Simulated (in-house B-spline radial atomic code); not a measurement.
The numbers below are computed, except where a source is named.
# Ghost states of the separable form: Rh

Rh, [Kr] 4d8 5s1, non-relativistic LDA (VWN5), spherical and spin-unpolarised, from an all-electron radial atomic-structure program (B-spline basis) (atomic units; all potentials screened as in the neutral atom).

Troullier-Martins channels: 5s (ε = -0.1546, r_c = 3.076 bohr), 4d (ε = -0.2394, r_c = 1.332 bohr). In the Kleinman-Bylander form one channel serves as the local potential, and each other channel l becomes |δV u><u δV|/<u|δV|u>, with δV = V_l − V_local and u the pseudo-orbital. Its strength is E_KB = <u|δV²|u>/<u|δV|u>. By the analysis of Gonze, Stumpf and Scheffler a spurious state lies below the reference level ε if E_KB > 0 and ε is above the second level of the local potential alone, or if E_KB < 0 and ε is above its first. The table's levels are those of angular momentum l in a sphere of 9 bohr, whose wall can lift a shallow ε a little above its free-atom value.

```tsv
local	channel	<u δV u>	<u δV² u>	ε	first local level	second local level
s	d	-3.1123	18.62	-0.2394	0.0965	0.3413
d	s	0.21161	0.80518	-0.1535	-6.4126	-0.9042
```

(1) Apply the rule to each row.

Diagonalising the separable Hamiltonian gives:

```tsv
local	channel	three lowest levels	all-electron, two lowest valence levels
s	d	-0.2394, 0.1221, 0.4152	-0.2394, 0.1207
d	s	-4.2698, -0.1535, 0.1145	-0.1535, 0.1155
```

(2) Which choices of local channel are safe?

## Answers

(1) Local s, channel d: E_KB = -5.98, so ε = -0.2394 is set against 0.0965: no ghost. Local d, channel s: E_KB = +3.81, so ε = -0.1535 is set against -0.9042: a ghost.

(2) Free of ghosts: s. With d local the s channel has a ghost 4.12 hartree below ε, since the local potential binds more than one state below ε, and a repulsive term of rank one raises each level at most to the next, so it clears only one of them. Among the safe choices the second level, which tests transfer, is off by at most 1.4 millihartree (s local).
